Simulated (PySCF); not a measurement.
SMILES [C-](#[O+])->[Fe](<-[C-]#[O+])(<-[C-]#[O+])(<-[C-]#[O+])<-[C-]#[O+] (PBE0/def2-SVP optimised geometry):

```
11

Fe    -0.730    -0.003     0.000
O      2.203    -0.002    -0.001
C      1.060    -0.003     0.000
O     -0.725    -0.001    -2.939
C     -0.728    -0.002    -1.799
O     -0.729    -0.011     2.939
C     -0.729    -0.007     1.799
O     -2.192     2.539    -0.001
C     -1.622     1.548     0.000
O     -2.203    -2.539    -0.002
C     -1.629    -1.551    -0.001
```

Computed with PBE0/def2-TZVP run with PySCF.

What are the frontier orbital energies and the dipole moment?

HOMO-2 -8.97 eV, HOMO-1 -7.35 eV, HOMO -7.34 eV, LUMO -1.20 eV, LUMO+1 -1.20 eV; dipole moment 0.00 D.

On the same geometry PBE/def2-TZVP (PySCF) gives HOMO-2 -7.60 eV, HOMO-1 -6.26 eV, HOMO -6.25 eV, LUMO -2.24 eV, LUMO+1 -2.23 eV; dipole moment 0.00 D.

Meta-Löwdin charges at PBE0/def2-TZVP: Fe1 0.47, O2 -0.22, C3 0.09, O4 -0.20, C5 0.15, O6 -0.20, C7 0.15, O8 -0.22, C9 0.09, O10 -0.22, C11 0.09.
